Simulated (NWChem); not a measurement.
Species: CH4N2OSi; SMILES N[SiH2]N=C=O

```xyz
9

N     -0.7689     2.1613     0.0024
Si     0.5758     1.0902     0.0039
N      0.1966    -0.6003     0.0017
C     -0.1294    -1.7545    -0.0012
O     -0.4456    -2.8918    -0.0040
H     -1.3296     2.2854     0.8367
H     -1.3265     2.2870    -0.8337
H      1.3567     1.3421    -1.2273
H      1.3521     1.3398     1.2385
```
Atoms are numbered in this order, from 1.

Results from NWChem. Pople sets run with spherical d functions. The geometry was optimised at B3LYP/6-31G* (spherical d). Atomic charges in e: unrestrained fits to the electrostatic potential beside Mulliken populations; buried atoms are poorly determined by the fit.

For level B3LYP/def2-SVP:

```
Item          Result
------------  ------
ESP N1         -0.92
Mulliken N1    -0.36
ESP Si2         0.89
Mulliken Si2    0.63
ESP N3         -0.56
Mulliken N3    -0.20
ESP C4          0.63
Mulliken C4     0.06
Mulliken O5    -0.15
```

How do the values read with level Hartree-Fock/6-31G* instead?


- ESP N1 = -1.12
- Mulliken N1 = -1.06
- ESP Si2 = 1.10
- Mulliken Si2 = 1.04
- ESP N3 = -0.71
- Mulliken N3 = -0.70
- ESP C4 = 0.80
- Mulliken C4 = 0.79
- Mulliken O5 = -0.52
